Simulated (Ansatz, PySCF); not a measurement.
Cd(I)(OMe) (CH3CdIO), SMILES C[O][Cd][I]. Atoms are numbered in the order given.

```xyz
7

Cd     0.5724    -0.3256    -0.3684
I     -1.0849     0.8011     1.2615
O      1.9492    -1.1915    -1.4905
C      1.7384    -1.5267    -2.8354
H      1.5281    -0.6533    -3.4874
H      2.6627    -1.9959    -3.2222
H      0.9199    -2.2602    -2.9916
```

Geometry optimised at r2SCAN-D4/def2-SVP. The structure was generated by enumeration; whether it is a known compound was not checked. The def2 effective core potentials stand for the cores of Cd, I; spin–orbit coupling is left out. One conformer was computed; it need not be the lowest.

Two levels are set side by side: PBE-D3(BJ)/def2-SVP (Ansatz, a quantum-chemistry and plane-wave program) and r2SCAN-D4/def2-SVP (Ansatz). Each level has its own optimised geometry; the coordinates shown are those of the second. Frequencies come from the Hessian of PySCF at each geometry. Differences are taken from unrounded values.

```json
[
 {"quantity": "mean bond length (Å)", "r2SCAN-D4": "1.548"},
 {"quantity": "bond Cd1–I2 (Å)", "r2SCAN-D4": "2.583"},
 {"quantity": "bond Cd1–O3 (Å)", "r2SCAN-D4": "1.976"},
 {"quantity": "bond O3–C4 (Å)", "r2SCAN-D4": "1.402"},
 {"quantity": "bond C4–H5 (Å)", "r2SCAN-D4": "1.110"},
 {"quantity": "bond C4–H6 (Å)", "r2SCAN-D4": "1.107"},
 {"quantity": "bond C4–H7 (Å)", "r2SCAN-D4": "1.110"},
 {"quantity": "highest harmonic wavenumber (cm⁻¹)", "r2SCAN-D4": "3049"},
 {"quantity": "mean harmonic wavenumber (cm⁻¹)", "r2SCAN-D4": "1206"},
 {"quantity": "zero-point energy (kcal/mol)", "r2SCAN-D4": "25.85"}
]
```

Task: What does PBE-D3(BJ) give, and how far is it from r2SCAN-D4? (The exact figures need the calculation; the answer reports its results.)

Result: 
```
quantity                            PBE-D3(BJ)  PBE-D3(BJ) minus r2SCAN-D4
----------------------------------  ----------  --------------------------
mean bond length (Å)                     1.559                       0.012
bond Cd1–I2 (Å)                          2.601                       0.018
bond Cd1–O3 (Å)                          1.996                       0.020
bond O3–C4 (Å)                           1.408                       0.006
bond C4–H5 (Å)                           1.118                       0.008
bond C4–H6 (Å)                           1.115                       0.009
bond C4–H7 (Å)                           1.118                       0.008
highest harmonic wavenumber (cm⁻¹)        2972                         -77
mean harmonic wavenumber (cm⁻¹)           1172                         -34
zero-point energy (kcal/mol)             25.13                       -0.72
```
